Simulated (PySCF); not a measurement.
Compound: C8H10P (charge +1).
Cartesian coordinates in Å at the PBE0-D3(BJ)/def2-SVP level; atoms count from 1:
```xyz
19
C8H10P angstrom
C      3.7028    0.4303   -1.0994
C      2.8681   -0.1032   -0.4055
C      1.8246   -0.7325    0.3806
P      0.2611   -0.6782   -0.5621
C     -0.2305    0.9878   -0.9077
C     -1.4362    1.4367   -0.5253
C     -2.4939    0.6672    0.1836
C     -2.2118   -0.7462    0.5509
C     -1.0916   -1.4404    0.2920
H      4.4678    0.8967   -1.6980
H      2.0524   -1.7902    0.6015
H      1.6487   -0.2161    1.3398
H      0.5533   -1.3686   -1.7617
H      0.4875    1.6303   -1.4255
H     -1.6843    2.4801   -0.7526
H     -3.4205    0.6956   -0.4228
H     -2.7851    1.2202    1.0972
H     -3.0157   -1.2631    1.0873
H     -0.9855   -2.4843    0.6017
```

Probes without a nucleus sit at each ring's centroid and 1 Å off its mean plane on both sides; NICS is minus the shielding there, NICSzz its component along the normal. Level: GIAO PBE0/pcSseg-1 (PySCF, non-relativistic, gas phase) on the PBE0-D3(BJ)/def2-SVP geometry, one conformer.

Ring bond lengths (Å), with Mayer bond orders in brackets: P4–C5 1.771 (1.00), C5–C6 1.342 (1.86), C6–C7 1.488 (1.08), C7–C8 1.487 (1.08), C8–C9 1.343 (1.86), C9–P4 1.772 (1.00).

Problem. What do the NICS probes read (ppm)?

Solution. 
| ring | type | NICS(0) | NICS(1), two faces | NICS(1)zz, two faces | rms pucker (Å) | centre to ring atoms, mean (Å) |
| --- | --- | --- | --- | --- | --- | --- |
| P4–C5–C6–C7–C8–C9 | 6-membered ring with P; formal bonds 2 double, 4 single | 0.8 | -1.7 / -1.9 | 1.1 / 1.6 | 0.00 | 1.53 |

Problem. What do they say, and how far can they be read as aromaticity?

Solution. 
- P4–C5–C6–C7–C8–C9: mean NICS(1)zz 1.3 ppm, near zero. P4, C7 have four or more neighbours, so the value isn't read as a sign of a π ring current.

Problem. What is the mean of the two in-plane components of NICS at the first NICS(1) probe listed for ring P4–C5–C6–C7–C8–C9, 1 Å off the ring?

Solution. The isotropic value is a third of the trace: (3 × -1.7 − (1.1))/2 = -3.1 ppm.

Problem. List the ring angles and the Hirshfeld charges of the ring atoms.

Solution. 
- P4–C5–C6–C7–C8–C9: P4 106.7° (+0.456 e), C5 120.6° (-0.087 e), C6 127.0° (+0.030 e), C7 118.3° (-0.044 e), C8 127.0° (+0.033 e), C9 120.5° (-0.089 e); sum 720.0° against 720° for a flat convex ring.

Problem. How shielded are the nuclei of the rings and their hydrogens (means over atoms taken as equivalent)?

Solution. 
```tsv
atoms	environment	σ isotropic (ppm)
P4	phosphonium phosphorus	369.3
C5 (×2)	alkene CH carbon	80.4
C6 (×2)	alkene CH carbon	15.7
C7	allylic carbon	149.8
H13	P–H hydrogen	24.56
H14 (×2)	vinylic hydrogen	24.86
H15 (×2)	vinylic hydrogen	23.45
H16	methylene hydrogen	27.60
H17	methylene hydrogen	27.62
```

Problem. How do the values depend on the level or the medium?

Solution. 
```tsv
level	NICS(0), P4–C5–C6–C7–C8–C9	mean NICS(1)zz, P4–C5–C6–C7–C8–C9
PBE0/pcSseg-1, gas	0.8	1.3
PBE0/pcSseg-1, IEF-PCM chloroform	0.9	1.4
PBE0/pcSseg-1, IEF-PCM tetrahydrofuran	0.9	1.4
```

The geometry is the same throughout; the continuum's cavity takes Bondi-type radii × 1.2.
